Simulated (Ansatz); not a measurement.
Two isomers of C2H5ClSSi: A = `C=C(Cl)[SiH2]S`, B = `C[Si]1(Cl)CS1`.

Gas-phase electronic energies from Ansatz, PBE0-D4/def2-TZVP geometries. CBS: MP2 limit from def2 TZ/QZ plus the TZ coupled-cluster correction, frozen cores. DFT in def2-TZVPP. B3LYP here is the variant with VWN-RPA as its local correlation; programs differ in this. One conformer a species, not always the lowest.

A:

Z-matrix (Å, degrees):
```
Si
S 1 2.130
C 1 1.868 2 112.5
H 1 1.485 2 111.9 3 -119.6
H 1 1.481 2 104.6 3 119.7
H 2 1.344 1 94.3 3 63.0
Cl 3 1.736 1 115.8 2 60.5
C 3 1.328 1 123.6 2 -119.6
H 8 1.085 3 122.6 1 -179.7
H 8 1.085 3 119.6 1 0.1
```

B:

```xyz
10

C     0.1510   -0.6529    1.4476
Si    0.3163    0.4612   -0.0166
Cl    2.1977    1.2642   -0.0745
C    -0.5110    0.1563   -1.6175
S    -1.2713    1.6107   -0.6925
H     0.9195   -1.4286    1.4253
H     0.2659   -0.0823    2.3713
H    -0.8358   -1.1190    1.4425
H    -1.2046   -0.6700   -1.7445
H    -0.0278    0.4604   -2.5411
```

Which isomer does CCSD(T)/CBS put lower? Give the gap. (Best estimate.)

Ansatz gave: B, by 180.3 kJ/mol.

Give E(B) − E(A) in kJ/mol with PBE0-D4, MP2/def2-TZVPP, CCSD(T)/def2-TZVPP, B3LYP, ωB97M-V, CCSD/def2-TZVPP, B3LYP-D4. (Estimate.)

Computed: PBE0-D4 -193.1, MP2/def2-TZVPP -192.7, CCSD(T)/def2-TZVPP -175.6, B3LYP -169.1, ωB97M-V -186.2, CCSD/def2-TZVPP -175.2, B3LYP-D4 -169.2. None reverses the order clearly.

Largest T1 diagnostic: 0.011.

In def2-TZVPP, CCSD(T) changes the Hartree–Fock value by −15.2 kJ/mol (the triples alone add −0.4 kJ/mol) and MP2 by −32.3 kJ/mol. From PBE to PBE0 (25 % exact exchange), in def2-TZVPP and without D4, E(B) − E(A) moves by −9.0 kJ/mol.
